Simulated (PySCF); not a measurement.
Start geometry of NbSMe3 (`[CH3][Nb]([CH3])([CH3])=[S]`) from GFN2-xTB (Å):
```
atom  x, y, z in Å
Nb1    0.0745   -0.0561    0.2804
S2    -0.0042    0.0071    2.4897
C3     2.1501   -0.0155   -0.1918
H4     2.8456    0.8331    0.2951
H5     2.3982    0.0226   -1.2796
H6     2.6608   -0.9187    0.2011
C7    -1.1035    1.8892   -0.1660
H8    -2.0997    1.8612    0.2394
H9    -1.2395    2.0741   -1.1924
H10   -0.6638    2.7818    0.2879
C11   -1.1023   -1.8917   -0.1510
H12   -2.0897   -1.8548    0.2203
H13   -0.6720   -2.7230    0.2514
H14   -1.1739   -2.0530   -1.2412
```

**Question.** What comes out of this run: PBE0-D3(BJ)/def2-SVP geometry optimisation, gas phase, def2 core potentials past Kr in PySCF 2.14.0?

**Answer.** 
```
atom  x, y, z in Å
Nb1    0.0035   -0.0007    0.4834
S2     0.0182   -0.0085    2.6210
C3     2.0308   -0.0099   -0.1736
H4     2.6092    0.8346    0.2373
H5     2.0403    0.0562   -1.2790
H6     2.5389   -0.9425    0.1282
C7    -1.0148    1.7628   -0.1471
H8    -2.0629    1.7655    0.1992
H9    -1.0074    1.7924   -1.2541
H10   -0.5319    2.6777    0.2360
C11   -1.0205   -1.7576   -0.1562
H12   -2.0705   -1.7531    0.1839
H13   -0.5458   -2.6764    0.2275
H14   -1.0065   -1.7841   -1.2633
```

The energy falls by 21.6 kcal/mol over 9 energy and gradient evaluations, the largest force component goes from 0.0631 to 2.3e-04 Eh/bohr, and the atoms move by 0.216 Å rms after alignment. The bond that changes most is Nb1–C7 (ends: niobium bonded to 3 C and S; carbon bonded to Nb and 3 H), which shortens by 0.186 Å. Bonds longer at the end by more than 0.005 Å: 5 of 13; shorter: 6. Among the angles that change most is S2–Nb1–C7, from 98.6° to 107.6°. Among the dihedrals that turn most is C11–Nb1–C7–H10, from 164° to 176°. Rotational constants go from 2135, 1846, 1836 to 2451, 1908, 1904 MHz. The orientation of the end geometry is arbitrary; only internal coordinates are fixed.

The run used 136 basis functions and 69 SCF cycles in all.

No PBE0-D3(BJ)/def2-SVP frequencies stand behind this structure, so it isn't proved a minimum.
